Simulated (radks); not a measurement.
Results of a calculation; reference values are marked as such.
Task: The sulfur anion S-, [Ne] 3s2 3p5, held by a Watson sphere: a shell of charge +1 at radius R that stands for the Madelung well of a crystal (potential energy -1/R inside, -1/r outside, in hartree with lengths in bohr). Level of theory: scalar-relativistic Kohn-Sham, LB94 model potential, spin-polarised, spherical densities, point nucleus; open shells are filled with parallel spins first (a radial shooting solver on a logarithmic mesh with Libxc functionals). Response by self-consistent Sternheimer equations with the Hartree and adiabatic LDA kernel, the relativistic mass of each level held fixed and spin-orbit coupling left out. The sphere does not respond.

R (bohr)  e(3s down) (eV)  e(3p up) (eV)  e(3p down) (eV)  <r> 3p (bohr)  sum of <r^2> (bohr^2)  X-ray form factor at sin(theta)/lambda = 0.1 1/angstrom  alpha (bohr^3)
2.7               -20.720        -11.271          -10.918          2.152                  36.99                                                   14.747           27.38
2.87              -20.425        -10.998          -10.650          2.170                  37.53                                                   14.724           28.78
3.41              -19.570        -10.177           -9.839          2.213                  38.95                                                   14.670           33.17
3.8               -19.027         -9.640           -9.306          2.236                  39.72                                                   14.643           36.13
4.08              -18.673         -9.286           -8.954          2.248                  40.15                                                   14.629           38.07

Estimate the row for R = 4.28 bohr.

Result: e(3s down) (eV) -18.437; e(3p up) (eV) -9.049; e(3p down) (eV) -8.718; <r> 3p (bohr) 2.255; sum of <r^2> (bohr^2) 40.42; X-ray form factor at sin(theta)/lambda = 0.1 1/angstrom 14.621; alpha (bohr^3) 39.36.
